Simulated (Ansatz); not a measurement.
This geometry of C$_{2}$H$_{7}$FGeO (12 atoms, charge 0, multiplicity 1) is a first-order saddle point.

Theory: RKS PBE0/def2-SVP (Ansatz).

```xyz
12
Properties=species:S:1:pos:R:3
C -1.784 0.000 0.991
O -0.742 0.421 0.134
C 0.300 -0.445 -0.024
F -0.095 -1.561 -0.747
Ge 1.720 0.497 -1.037
H -1.628 -1.032 1.345
H -2.740 0.032 0.445
H -1.850 0.676 1.859
H 0.662 -0.835 0.950
H 2.288 1.644 -0.183
H 2.840 -0.504 -1.369
H 1.107 1.051 -2.330
```

(1) Which two structures does it join? (They come from a converged band through this point; their orientation in space is the band's.)

(2) How far does it lie above each of them?

Answers

(1) No bond is made or broken. The dihedral H6–C1–O2–C3 goes from 57 to -63°. The two ends are copies of one structure, up to a mirror image or an exchange of like atoms.

First end point:

```xyz
12
Properties=species:S:1:pos:R:3
C -1.780 0.067 0.981
O -0.687 0.507 0.208
C 0.246 -0.451 -0.069
F -0.275 -1.415 -0.918
Ge 1.775 0.425 -0.975
H -1.441 -0.358 1.944
H -2.371 -0.694 0.445
H -2.414 0.941 1.180
H 0.549 -0.996 0.851
H 2.417 1.445 -0.020
H 2.806 -0.651 -1.356
H 1.253 1.125 -2.237
```

Last end point:

```xyz
12
Properties=species:S:1:pos:R:3
C -1.820 0.040 0.906
O -0.756 0.443 0.074
C 0.300 -0.422 0.033
F -0.057 -1.604 -0.598
Ge 1.754 0.433 -1.007
H -2.273 -0.900 0.550
H -2.576 0.837 0.881
H -1.479 -0.100 1.949
H 0.621 -0.715 1.055
H 2.220 1.710 -0.287
H 2.927 -0.555 -1.120
H 1.215 0.777 -2.403
```

(2) 0.068 eV above the first and 0.067 eV above the second. This is the barrier of this one path; another mechanism may lie lower.

Time of the run: 4.2 min on 2 threads of Arm Neoverse V2, on a shared host, peak memory 0.32 GiB.
